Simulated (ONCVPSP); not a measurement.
## Varying the ONCV potential for Pd (Z = 46)

Base potential:

ONCVPSP 4.0.1 input, shortened (lines: element, Z, core and valence counts, functional; n l f; lmax; l rc ep ncon nbas qcut; lloc lpopt rc5 dvloc0; l nproj debl; icmod fcfact rcfact), PBE, scalar-relativistic:

```
  Pd 46.00    6    3        4      upf
    1    0    2.00
    2    0    2.00
    2    1    6.00
    3    0    2.00
    3    1    6.00
    3    2   10.00
    4    0    2.00
    4    1    6.00
    4    2   10.00
    2
    0    1.10    0.00    3    7    7.10
    1    1.10    0.00    3    7    5.90
    2    1.35    0.00    4    7    7.70
    4    5    0.75    2.00
    0    2    1.30
    1    2    2.80
    2    2    3.40
    3    4.00    1.25
```

In the s channel the program set the typed energies aside and used -3.136, 0.250 Ha.

All-electron outer shells of the reference configuration (PBE, scalar-relativistic, ld1.x):

```
shell  level (eV)  outermost node (bohr)  outermost maximum (bohr)
   4s      -85.33                   0.45                      0.85
   4p      -51.20                   0.46                      0.91
   4d       -4.05                   0.45                      1.10
```

Cutoffs, loose and tight: the cutoffs (Ha) at which the residual kinetic energy of the hardest occupied pseudo-wave falls to 1 and 0.1 mHa per electron. They do not see the model core or the augmentation charge, which bear on the density cutoff. Test errors are all-electron minus pseudo excitation energies from the reference, over the configurations 4s2 4p6 4d9; 4s2 4p6 4d8; 4s2 4p6 4d7; 4s1 4p6 4d10. A dash means not determined; rows that change the core or the reference have their own tests. The largest error is taken over the tests solved by every variant that gives reliable tests at all: 4s1 4p6 4d10; 4s2 4p6 4d8; 4s2 4p6 4d9.

A true bound ghost makes a file unfit for plane-wave use even where its test errors are small: the radial tests pick states by their node count and pass the ghost by.

```tsv
change	outcome	cutoff, loose	cutoff, tight	bound ghosts	GHOST(+) flags above zero	largest test error (meV)
base	generated, projector energies reset by the program	116 Ha	188 Ha	none	s	-96
d: rc 0.94	generated, projector energies reset by the program	145 Ha	193 Ha	none	s, d	-78
d: rc 1.08	generated, projector energies reset by the program	116 Ha	188 Ha	none	s	-85
d: rc 1.16	generated, projector energies reset by the program	116 Ha	188 Ha	none	s	-88
d: rc 1.26	generated, projector energies reset by the program	116 Ha	188 Ha	none	s	-91
d: rc 1.42	generated, projector energies reset by the program	116 Ha	188 Ha	none	s	-100
d: rc 1.54	generated, projector energies reset by the program	116 Ha	188 Ha	none	s, d	-108
d: rc 1.6	generated, projector energies reset by the program	116 Ha	188 Ha	d	s	-114
d: rc 1.72	generated, projector energies reset by the program	116 Ha	188 Ha	none	s	-128
d: rc 1.82	generated, projector energies reset by the program	116 Ha	188 Ha	none	s	-143
d: rc 2	generated, projector energies reset by the program	116 Ha	188 Ha	none	s	-176
```

Reading the sweep of the d radius (base included, trends over the rows without a ghost): The loose cutoff stays near 116 Ha. Bound ghosts are found at 1.6 bohr.
